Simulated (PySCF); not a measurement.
# Reading the logs of faulty runs: BClH4OSi

All numbers below are calculated, not measured. The program is PySCF 2.14.0, an open-source quantum chemistry code, run on an isolated molecule that a program drew, which may never have been made. The molecule is BClH4OSi (charge 0, singlet), drawn as the SMILES string `OB([SiH3])Cl`.

Each row is a Hartree-Fock (HF) and frozen-core CCSD(T) single point in the cc-pV(D+d)Z basis, meant for a local HF minimum. Run 1 is clean. Each other run has one planted mistake out of seven kinds, and not every kind appears here: one electron removed, one electron added, multiplicity raised by two, geometry at a saddle point, minimal basis STO-3G, one bond length entered in bohr, all coordinates scaled. The reference is restricted for singlets and unrestricted otherwise, and also for a bond in bohr. Adding or removing an electron swaps singlet and doublet. Electrons count all cores. HOMO and LUMO are orbital energies over both spins, the gradient is its largest component, and the lowest frequency (negative if imaginary) is given only where the gradient is small. Bond lengths are over the 7 bonds as drawn. T1 is the CCSD diagnostic: over 0.02 (restricted) or 0.045 (unrestricted) a single reference is doubtful.

Geometry of the clean run:
```xyz
8
BClH4OSi, angstrom
O    -3.0794    1.7184    0.8587
B    -1.7568    1.8232    0.6718
Si   -0.3051    1.2502    1.9995
Cl   -1.2503    2.5304   -0.8854
H    -3.3276    1.3411    1.6900
H     0.5609    0.2158    1.3874
H    -0.9228    0.6879    3.2300
H     0.5258    2.4175    2.3758
```

| run | electrons | basis functions | <S^2> | HOMO (eV) | LUMO (eV) | gradient (hartree/bohr) | lowest frequency (cm^-1) | mean bond (Å) | longest bond (Å) | T1 | HF (hartree) | CCSD(T) (hartree) | mistake |
|---|---|---|---|---|---|---|---|---|---|---|---|---|---|
| 1 | 48 | 94 | 0.000 | -11.20 | 2.56 | 1.9e-05 | 79 | 1.5098 | 2.049 | 0.0142 | -850.41035 | -850.98176 | no fault |
| 2 | 48 | 94 | 0.000 | -11.20 | 2.46 | 1.3e-02 | - | 1.5309 | 2.078 | 0.0146 | -850.40884 | -850.98160 | all coordinates scaled |
| 3 | 47 | 94 | 0.770 | -18.05 | -8.98 | 9.0e-02 | - | 1.5098 | 2.049 | 0.0253 | -850.03910 | -850.60523 | one electron removed |
| 4 | 48 | 94 | 2.011 | -6.19 | -1.93 | 3.3e-02 | - | 1.5098 | 2.049 | 0.0241 | -850.22601 | -850.78926 | ? |

**Which mistake was planted in run 4, and what did it cost?**

Electrons, basis and geometry are unchanged, and <S^2> is 2.011, beside S(S+1) = 2.00 for a multiplicity of 3. So the mistake is: multiplicity raised by two. Subtracting run 1 and multiplying by 627.51 kcal/mol a hartree, the energy moved by 115.7 kcal/mol in HF and 120.8 kcal/mol in CCSD(T).

